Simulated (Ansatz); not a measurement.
CH$_{6}$FNOSi (`NC(O)[SiH2]F`), one more setting.

```yaml
crystal:
  periodic: [false, false, false]
  atoms:
    - {symbol: N, position_ang: [-0.240407, 1.442925, -0.209178]}
    - {symbol: C, position_ang: [-0.279121, 0.036846, -0.552188]}
    - {symbol: O, position_ang: [0.619159, -0.231255, -1.608487]}
    - {symbol: Si, position_ang: [0.200955, -1.096893, 0.888227]}
    - {symbol: F, position_ang: [1.424345, -0.383878, 1.646941]}
    - {symbol: H, position_ang: [0.504117, 1.672759, 0.437407]}
    - {symbol: H, position_ang: [-1.119213, 1.780002, 0.156856]}
    - {symbol: H, position_ang: [-1.314728, -0.182576, -0.858388]}
    - {symbol: H, position_ang: [0.561200, 0.523214, -2.207369]}
    - {symbol: H, position_ang: [0.638883, -2.450691, 0.475934]}
    - {symbol: H, position_ang: [-0.929790, -1.167453, 1.850844]}
basis:
  gaussian: {orbitals: aug-cc-pVTZ, final_grid: {core_spheres: 5, valence_spheres: 4, degree: 11}, point_charges: [{charge: 0.50, position_ang: [5.741, -0.092, -0.337]}]}
hamiltonian: {xc: {name: RPBE}, dispersion: d4}
output: {forces: true}
```

```sh
$ ansatz run in.yaml --threads 4 --pin off --events-out ev --progress --plain --max-ram 10444MiB
```

Output, abridged:

```
Functional definition: RPBE
1545 factors; their error is unknown
mean field evaluation 1: about -15256.6109 eV, gradient 8.4e1 eV
mean field evaluation 2: about -15173.8911 eV, gradient 1.9e2 eV
mean field evaluation 4: about -15269.1000 eV, gradient 2.2e1 eV
mean field evaluation 8: about -15269.7744 eV, gradient 1.7e-1 eV
mean field -15269.76220092 eV, -561.1534106672 hartree, gradient 9.8e-6 eV, S^2 0.000000; 0 other end points of the search recorded, 0 dependent functions left out
reference -15269.76228497 eV, -561.1534137559 hartree; 25, 25 occupied and 347, 347 virtual orbitals, 1545 factors
Total energy: -15270.54863070 eV, -561.1823114284 hartree
Atom 0 at    -0.240407     1.442925    -0.209178 Å, force     0.183612     0.623950    -0.366897 eV/Å
Atom 1 at    -0.279121     0.036846    -0.552188 Å, force    -0.517533    -0.279797     0.326708 eV/Å
Atom 2 at     0.619159    -0.231255    -1.608487 Å, force     0.889182    -0.610301    -0.537684 eV/Å
Atom 3 at     0.200955    -1.096893     0.888227 Å, force    -0.956155    -0.389276    -0.348412 eV/Å
Atom 4 at     1.424345    -0.383878     1.646941 Å, force     1.097000     0.576922     0.589830 eV/Å
Atom 5 at     0.504117     1.672759     0.437407 Å, force     0.075531    -0.039588     0.318628 eV/Å
Atom 6 at    -1.119213     1.780002     0.156856 Å, force    -0.261657    -0.049107     0.218963 eV/Å
Atom 7 at    -1.314728    -0.182576    -0.858388 Å, force    -0.247474     0.112389    -0.044537 eV/Å
Atom 8 at     0.561200     0.523214    -2.207369 Å, force    -0.172805     0.381860    -0.282234 eV/Å
Atom 9 at     0.638883    -2.450691     0.475934 Å, force     0.109371    -0.274850    -0.026078 eV/Å
Atom 10 at    -0.929790    -1.167453     1.850844 Å, force    -0.160153    -0.042847     0.146173 eV/Å
Dipole moment:    -0.529606     0.196115     0.030671 e Å
```

It took 4.6 s on 4 threads of an Intel Xeon on a shared host, with 1.5 GiB of host memory at the peak.
